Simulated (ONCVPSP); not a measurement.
**Ir: one change to an ONCV potential, before and after**

```
Element                 : Ir (Z = 77)
Generator               : ONCVPSP 4.0.1
Type                    : optimised norm-conserving Vanderbilt (ONCV)
Functional              : revPBE
Relativity              : fully relativistic
Frozen core             : [Kr] 4d10 4f14
Valence charge          : 17
Reference configuration : 5s2 5p6 5d7 (charge +2)
Partial waves           : 5s: rc 1.10 bohr, ncon 3, nbas 6, qcut 5.8 1/bohr, 2 projectors, debl 2.8 Ha; 5p: rc 1.85 bohr, ncon 4, nbas 7, qcut 6.9 1/bohr, 2 projectors, debl 1.2 Ha; 5d: rc 2.20 bohr, ncon 3, nbas 8, qcut 6 1/bohr, 2 projectors, debl 0.8 Ha
Local potential         : polynomial inside 0.75 bohr (lpopt 5, dvloc0 4 Ha)
Core correction         : none
```

Open shells are filled in proportion to 2j + 1.

In the s channel the program set the typed energies aside and used -4.237, 0.250 Ha. In the p channel the program set the typed energies aside and used -2.521, 0.250 Ha (j = l + 1/2; the other j can differ). In the d channel the program set the typed energies aside and used -0.874, 0.250 Ha (j = l + 1/2; the other j can differ).

Change: local potential polynomial inside 0.90 bohr (lpopt 5, dvloc0 0 Ha).

Cutoffs: the cutoffs (Ha) at which the residual kinetic energy of the hardest occupied pseudo-wave falls to 1 and 0.1 mHa per electron; they do not see the model core or the augmentation charge, which bear on the density cutoff. Errors are all-electron minus pseudo energies relative to the spin-unpolarised reference configuration.

Problem. What does the change do?

Solution. Both files keep a bound ghost (s); the lowest positive-energy flag moves from p3/2 at 37.9 eV to p3/2 at 127.0 eV; of the 4 tests that both files solve, the error grows in 2 and shrinks in 0 by more than 15 % and 0.3 meV (median size 4.5 → 5.8 meV); the range in which the p3/2 phases agree widens (upper end 1.3 → 4.4); the range in which the p1/2 phases agree widens (upper end 3.1 → at the end of the scan).

```csv
quantity,base,changed
bound ghosts,s,s
GHOST(+) flags under 300 eV,"p3/2 at 37.9 eV, p1/2 at 92.9 eV, d5/2 at 118.6 eV, d3/2 at 146.4 eV","p3/2 at 127.0 eV, p1/2 at 171.5 eV, d5/2 at 176.0 eV, d3/2 at 194.9 eV"
"error for 5s2 5p6 5d7 6s2, meV [ΔE -27.13 eV]",+2.6,+5.3
"error for 5s2 5p6 5d7 6s1, meV [ΔE -17.34 eV]",+0.2,+1.7
"error for 5s2 5p6 5d6, meV [ΔE 30.45 eV]",+13,+13
"error for 5s2 5p6 5d8, meV [ΔE -18.64 eV]",+6.4,+6.3
s: phases at 1.12 bohr within 0.05 rad from the reference energy up to (Ha; the scan ends near 5),to the end of the scan,to the end of the scan
p3/2: phases at 1.88 bohr within 0.05 rad from the reference energy up to (Ha; the scan ends near 5),1.3,4.4
p1/2: phases at 1.88 bohr within 0.05 rad from the reference energy up to (Ha; the scan ends near 5),3.1,to the end of the scan
d5/2: phases at 2.23 bohr within 0.05 rad from the reference energy up to (Ha; the scan ends near 5),4.2,to the end of the scan
d3/2: phases at 2.23 bohr within 0.05 rad from the reference energy up to (Ha; the scan ends near 5),to the end of the scan,to the end of the scan
```

 A true bound ghost makes a file unfit for plane-wave use even where its test errors are small: the radial tests pick states by their node count and pass the ghost by.
